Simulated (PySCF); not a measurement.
Molfile (atoms numbered from 1):
```
C6H15ClSSi
     RDKit          3D

 24 23  0  0  0  0  0  0  0  0999 V2000
   -3.1876   -0.3402   -0.6649 C   0  0  0  0  0  0  0  0  0  0  0  0
   -2.0688    0.6263   -0.3101 C   0  0  0  0  0  0  0  0  0  0  0  0
   -1.3424    0.2932    0.9877 C   0  0  0  0  0  0  0  0  0  0  0  0
   -0.7062   -1.0867    1.0546 C   0  0  0  0  0  0  0  0  0  0  0  0
    0.3892   -1.5403   -0.3445 S   0  0  0  0  0  0  0  0  0  0  0  0
    1.9898   -0.1268   -0.2008 Si  0  0  0  0  0  4  0  0  0  0  0  0
    3.4563   -0.9110   -1.0406 C   0  0  0  0  0  0  0  0  0  0  0  0
    1.6167    1.5573   -0.9171 C   0  0  0  0  0  0  0  0  0  0  0  0
    2.4213    0.1640    1.8265 Cl  0  0  0  0  0  0  0  0  0  0  0  0
   -3.7236   -0.0143   -1.5690 H   0  0  0  0  0  0  0  0  0  0  0  0
   -3.9266   -0.4202    0.1493 H   0  0  0  0  0  0  0  0  0  0  0  0
   -2.7986   -1.3505   -0.8664 H   0  0  0  0  0  0  0  0  0  0  0  0
   -1.3357    0.6493   -1.1338 H   0  0  0  0  0  0  0  0  0  0  0  0
   -2.4721    1.6496   -0.2277 H   0  0  0  0  0  0  0  0  0  0  0  0
   -2.0482    0.3631    1.8354 H   0  0  0  0  0  0  0  0  0  0  0  0
   -0.5676    1.0519    1.1883 H   0  0  0  0  0  0  0  0  0  0  0  0
   -0.1257   -1.1983    1.9816 H   0  0  0  0  0  0  0  0  0  0  0  0
   -1.4685   -1.8800    1.0464 H   0  0  0  0  0  0  0  0  0  0  0  0
    3.7110   -1.8693   -0.5659 H   0  0  0  0  0  0  0  0  0  0  0  0
    4.3317   -0.2456   -0.9897 H   0  0  0  0  0  0  0  0  0  0  0  0
    3.2265   -1.0996   -2.1016 H   0  0  0  0  0  0  0  0  0  0  0  0
    0.7732    2.0441   -0.4084 H   0  0  0  0  0  0  0  0  0  0  0  0
    1.3652    1.4584   -1.9849 H   0  0  0  0  0  0  0  0  0  0  0  0
    2.5005    2.2079   -0.8238 H   0  0  0  0  0  0  0  0  0  0  0  0
  1  2  1  0
  2  3  1  0
  3  4  1  0
  4  5  1  0
  5  6  1  0
  6  7  1  0
  6  8  1  0
  6  9  1  0
  1 10  1  0
  1 11  1  0
  1 12  1  0
  2 13  1  0
  2 14  1  0
  3 15  1  0
  3 16  1  0
  4 17  1  0
  4 18  1  0
  7 19  1  0
  7 20  1  0
  7 21  1  0
  8 22  1  0
  8 23  1  0
  8 24  1  0
M  END
```

Geometry: PBE0-D3(BJ)/def2-SVP; GIAO shifts from PySCF, gas phase, non-relativistic, averaged over equivalent atoms.

At KT2/pcSseg-1 (249 basis functions, 90 s wall time on 1 thread of an x86-64 server CPU, shared host):
| atoms | δ (ppm) |
| --- | --- |
| C3 | 33.8 |
| C4 | 33.3 |
| C2 | 21.0 |
| C1 | 12.4 |
| C7/C8 | 8.9 |
| S5 | -101.7 |
| Si6 | 48.5 |
| Cl9 | 44.1 |
| H17/H18 | 3.01 |
| H13/H14 | 1.62 |
| H15/H16 | 1.55 |
| H10/H11/H12 | 0.89 |
| H19/H20/H21/H22/H23/H24 | 0.54 |

Shifts are taken against calculated references (same method and geometry level): 13C (σ = 183.22 ppm), 29Si (σ = 361.05 ppm), 1H (σ = 31.18 ppm) vs TMS; 33S (σ = 518.69 ppm) vs CS2; 35Cl (σ = 942.74 ppm) vs HCl.

**Question.** Estimate the result of repeating the calculation with PBE0/pcSseg-1.

**Answer.** 
```tsv
atoms	δ at PBE0/pcSseg-1	change
C3	31.3	-2.5
C4	31.1	-2.2
C2	19.4	-1.6
C1	12.2	-0.2
C7/C8	7.7	-1.2
S5	-137.0	-35.3
Si6	48.9	+0.4
Cl9	26.0	-18.1
H17/H18	2.81	-0.20
H13/H14	1.47	-0.15
H15/H16	1.42	-0.13
H10/H11/H12	0.88	-0.01
H19/H20/H21/H22/H23/H24	0.52	-0.02
```

δ = σ(ref) − σ, references computed at the same level: 13C (σ = 184.41 ppm) and 29Si (σ = 351.99 ppm) and 1H (σ = 31.27 ppm) against TMS; 33S (σ = 495.66 ppm) against CS2; 35Cl (σ = 943.27 ppm) vs HCl.

The largest change is at S5 (sulfur bonded to C, Si). Cost: 249 basis functions, 68 s wall time on 1 thread of an x86-64 server CPU, shared host. The order of the carbon signals is the same at both levels.
